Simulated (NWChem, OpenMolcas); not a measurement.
# How basis sets differ on GeN2H4 (SMILES [NH2][Ge][NH2])

GeN2H4 has 7 atoms, charge 0, and is taken as a singlet. SMILES: `[NH2][Ge][NH2]`. The shape is that of a PBE0-D4/def2-TZVP optimisation. This is one conformer, not always the lowest.

```
atom    x (Å)    y (Å)    z (Å)
   N  -1.1797   0.0921  -0.6839
  Ge  -0.0697  -1.2376  -0.1025
   N   1.1947  -0.1650   0.6650
   H  -2.0299  -0.1240  -1.1764
   H  -1.0478   1.0847  -0.5666
   H   1.1916   0.8425   0.7022
   H   2.0020  -0.5607   1.1165
```

Quantity: the dipole moment, in D. The values are calculated.

```json
{"level": "HF/ANO-RCC-MB (DKH2)", "kind": "Hartree–Fock", "program": "OpenMolcas", "value (D)": "1.30", "CPU time": "6.5 s"}
{"level": "HF/STO-3G", "kind": "Hartree–Fock", "program": "OpenMolcas", "value (D)": "0.92", "CPU time": "1.3 s"}
{"level": "HF/3-21G", "kind": "Hartree–Fock", "program": "NWChem", "value (D)": "1.76", "CPU time": "2 s"}
{"level": "HF/6-31G* (spherical functions)", "kind": "Hartree–Fock", "program": "NWChem", "value (D)": "1.66", "CPU time": "11 s"}
{"level": "HF/def2-SVP", "kind": "Hartree–Fock", "program": "NWChem", "value (D)": "1.57", "CPU time": "9.2 s"}
{"level": "HF/def2-SVPD", "kind": "Hartree–Fock", "program": "OpenMolcas", "value (D)": "1.45", "CPU time": "13 s"}
```

All-electron rows without a relativistic Hamiltonian named are non-relativistic. The values span 0.92 to 1.76 D. Magnitudes only. Sets without polarisation functions give poor dipoles. Without the sets that lack polarisation functions the rows with a basis span only 1.45 to 1.66 D. CPU times are rough (shared hosts, several kinds of processor and program).
